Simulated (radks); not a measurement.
Values are calculated unless marked as measured or tabulated.
Isoelectronic series with 12 electrons, all held in the configuration [Ne] 3s2, which need not be the ground one along the series. Level of theory: non-relativistic Kohn-Sham, TPSS, spin-unpolarised, spherical densities, point nucleus; meta-GGA in the generalised Kohn-Sham scheme (a radial shooting solver on a logarithmic mesh with Libxc functionals). Total energies (hartree) and mean radii <r> (bohr):

[
 {"ion": "Mg", "E (hartree)": "-200.09278", "3s": "3.177", "2p": "0.6885", "2s": "0.6967", "1s": "0.1308"},
 {"ion": "Si2+", "E (hartree)": "-288.49109", "3s": "1.961", "2p": "0.5363", "2s": "0.5675", "1s": "0.1115"},
 {"ion": "S4+", "E (hartree)": "-393.87671", "3s": "1.473", "2p": "0.4400", "2s": "0.4780", "1s": "0.09719"},
 {"ion": "Ar6+", "E (hartree)": "-516.19749", "3s": "1.192", "2p": "0.3734", "2s": "0.4126", "1s": "0.08610"},
 {"ion": "Ca8+", "E (hartree)": "-655.43375", "3s": "1.005", "2p": "0.3244", "2s": "0.3629", "1s": "0.07728"},
 {"ion": "Ti10+", "E (hartree)": "-811.57587", "3s": "0.8701", "2p": "0.2869", "2s": "0.3238", "1s": "0.07009"},
 {"ion": "Cr12+", "E (hartree)": "-984.61844", "3s": "0.7682", "2p": "0.2572", "2s": "0.2923", "1s": "0.06412"},
 {"ion": "Fe14+", "E (hartree)": "-1174.55817", "3s": "0.6881", "2p": "0.2331", "2s": "0.2664", "1s": "0.05908"},
 {"ion": "Ni16+", "E (hartree)": "-1381.39291", "3s": "0.6233", "2p": "0.2131", "2s": "0.2446", "1s": "0.05478"},
 {"ion": "Zn18+", "E (hartree)": "-1605.12123", "3s": "0.5699", "2p": "0.1963", "2s": "0.2262", "1s": "0.05106"},
 {"ion": "Ge20+", "E (hartree)": "-1845.74209", "3s": "0.5250", "2p": "0.1820", "2s": "0.2104", "1s": "0.04781"},
 {"ion": "Se22+", "E (hartree)": "-2103.25474", "3s": "0.4867", "2p": "0.1696", "2s": "0.1966", "1s": "0.04495"},
 {"ion": "Kr24+", "E (hartree)": "-2377.65864", "3s": "0.4537", "2p": "0.1588", "2s": "0.1845", "1s": "0.04241"},
 {"ion": "Sr26+", "E (hartree)": "-2668.95337", "3s": "0.4249", "2p": "0.1493", "2s": "0.1738", "1s": "0.04015"},
 {"ion": "Zr28+", "E (hartree)": "-2977.13859", "3s": "0.3996", "2p": "0.1409", "2s": "0.1643", "1s": "0.03811"},
 {"ion": "Mo30+", "E (hartree)": "-3302.21406", "3s": "0.3771", "2p": "0.1333", "2s": "0.1558", "1s": "0.03627"},
 {"ion": "Ru32+", "E (hartree)": "-3644.17956", "3s": "0.3570", "2p": "0.1266", "2s": "0.1481", "1s": "0.03460"},
 {"ion": "Pd34+", "E (hartree)": "-4003.03494", "3s": "0.3390", "2p": "0.1205", "2s": "0.1411", "1s": "0.03307"},
 {"ion": "Cd36+", "E (hartree)": "-4378.78005", "3s": "0.3227", "2p": "0.1149", "2s": "0.1348", "1s": "0.03168"},
 {"ion": "Sn38+", "E (hartree)": "-4771.41480", "3s": "0.3079", "2p": "0.1099", "2s": "0.1290", "1s": "0.03039"},
 {"ion": "Te40+", "E (hartree)": "-5180.93907", "3s": "0.2945", "2p": "0.1052", "2s": "0.1237", "1s": "0.02921"},
 {"ion": "Xe42+", "E (hartree)": "-5607.35281", "3s": "0.2821", "2p": "0.1010", "2s": "0.1188", "1s": "0.02812"},
 {"ion": "Ba44+", "E (hartree)": "-6050.6559", "3s": "0.2708", "2p": "0.09706", "2s": "0.1142", "1s": "0.02710"},
 {"ion": "Ce46+", "E (hartree)": "-6510.8484", "3s": "0.2603", "2p": "0.09343", "2s": "0.1101", "1s": "0.02616"}
]
